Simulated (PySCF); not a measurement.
These are TPSSh-D3(BJ)/def2-TZVP // BP86-D3(BJ)/def2-SVP (PySCF 2.14.0) values and carry that method's errors. All species are isolated molecules in the gas phase. One relaxed conformer stands for a flexible species; it need not be the lowest. 

Reference species: [Sc(NH2)2(Br)] (neutral, multiplicity 1).

```json
{
  "HOMO": "-6.61 eV",
  "charge on the central atom (meta-Löwdin)": "1.21 e",
  "coordination_number": "3"
}
```

Changed species: [Sc(NH2)3] (0 of 3 NH2 replaced by Br; the reference has 1 of 3 NH2 replaced by Br).

Problem. What does the change do to the HOMO, charge on the central atom (meta-Löwdin) and coordination number?

Solution. the HOMO goes up by 0.84 eV, to -5.77 eV; the charge on the central atom (meta-Löwdin) decreases by 0.02 e, to 1.19 e; the coordination number is nearly the same.
